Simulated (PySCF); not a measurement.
Job file and geometry (Å, from PBE0-D3(BJ)/def2-SVP) of a spin–spin coupling run on SMILES [CH3][Zn][Br], CH₃BrZn, PBE/pcJ-1 Br:pcSseg-1 Zn:pcSseg-1 indirect spin-spin coupling, non-relativistic, gas phase in PySCF 2.14.0, density-fitted response routines; density fitting, a coarse starting grid and PySCF grid level 2 are the driver's defaults:

```
{"job": {"kind": "j", "xc": "PBE", "basis": "pcJ-1"}, "charge": 0, "multiplicity": 1}
Zn    -0.007581     0.008715    -1.107878
C      0.003500     0.002086     0.825574
H     -0.448594     0.923722     1.222563
H      1.033703    -0.069039     1.206644
H     -0.567044    -0.856410     1.211700
Br    -0.013984    -0.009074    -3.358593
```

Task: What does the program print?

Result: 
```
coarse grid: 27368 points
cycle   1  E = -4392.1108347473  dE = -1.414e+00  |g| = 1.757e+00  |ddm| = 2.308e+00
cycle   2  E = -4391.3095306657  dE =  8.013e-01  |g| = 3.401e+00  |ddm| = 2.593e+00
cycle   3  E = -4392.3576344082  dE = -1.048e+00  |g| = 2.399e-01  |ddm| = 1.944e+00
cycle   4  E = -4392.3603672293  dE = -2.733e-03  |g| = 6.457e-02  |ddm| = 9.473e-02
cycle   5  E = -4392.3605433197  dE = -1.761e-04  |g| = 2.789e-02  |ddm| = 4.006e-02
cycle   6  E = -4392.3606836697  dE = -1.404e-04  |g| = 7.196e-03  |ddm| = 2.557e-02
cycle   7  E = -4392.3606932504  dE = -9.581e-06  |g| = 1.180e-03  |ddm| = 4.943e-03
final grid: 53440 points
cycle   8  E = -4392.3606619389  dE =  2.147e-07  |g| = 2.325e-03  |ddm| = 1.784e-03
cycle   9  E = -4392.3606606170  dE =  1.322e-06  |g| = 5.162e-03  |ddm| = 2.130e-03
cycle  10  E = -4392.3606623358  dE = -1.719e-06  |g| = 4.117e-04  |ddm| = 1.401e-03
cycle  11  E = -4392.3606623761  dE = -4.034e-08  |g| = 6.151e-05  |ddm| = 4.814e-04
cycle  12  E = -4392.3606623768  dE = -7.358e-10  |g| = 1.216e-05  |ddm| = 5.865e-05
converged SCF energy = -4392.3606623768

Indirect spin-spin couplings (Hz)
  i      j    bonds     total        FC       PSO       DSO        SD
  1 C    2 H    1    126.141   123.388     1.408     0.893     0.452
  1 C    3 H    1    125.965   123.208     1.411     0.894     0.451
  1 C    4 H    1    125.900   123.142     1.412     0.895     0.451
  2 H    3 H    2    -11.595   -12.534     2.630    -1.931     0.240
  2 H    4 H    2    -11.588   -12.528     2.630    -1.930     0.240
  3 H    4 H    2    -11.577   -12.519     2.626    -1.925     0.240
```

Size and cost of the density-fitted run: 143 basis functions, 12 s wall time on 1 thread of an x86-64 server CPU, shared host.
